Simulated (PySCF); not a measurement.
A small calculation by hand: chemical shift, span and skew from a shielding tensor

CCl3, SMILES Cl[C+](Cl)Cl, charge +1. Atoms are numbered in the order given.

```xyz
4

C      0.0000     0.0000     0.0000
Cl     1.6556     0.0000     0.0000
Cl    -0.8278     1.4338     0.0000
Cl    -0.8278    -1.4338     0.0000
```
Charge +1, spin multiplicity 1.

Coordinates come from a r2SCAN-D4/def2-SVP optimisation.

GIAO shieldings from PBE0/pcSseg-2 (PySCF), non-relativistic, no solvent. The symmetric part of the tensor of C1 has the principal values -155.2, -155.2, 56.5 ppm. The same nucleus in TMS has σ = 186.1 ppm at this level (PySCF, at its B3LYP-D3(BJ)/def2-TZVP geometry). Without spin–orbit terms, shifts of atoms bonded to Cl or Br come out too high.

### Question
Work out the isotropic shielding, the ¹³C shift against TMS, the span and the skew.

### Answer

σ(iso) = (σ11 + σ22 + σ33)/3 = -84.6 ppm. δ = σ(ref) − σ(iso) = 186.1 − (-84.6) = 270.7 ppm.
Span Ω = σ33 − σ11 = 211.7 ppm. Skew κ = 3(σ(iso) − σ22)/Ω = 1.00, an axial tensor. Tumbling in solution averages the tensor to δ; in a static solid the shielding alone would spread this spin-1/2 line over Ω.
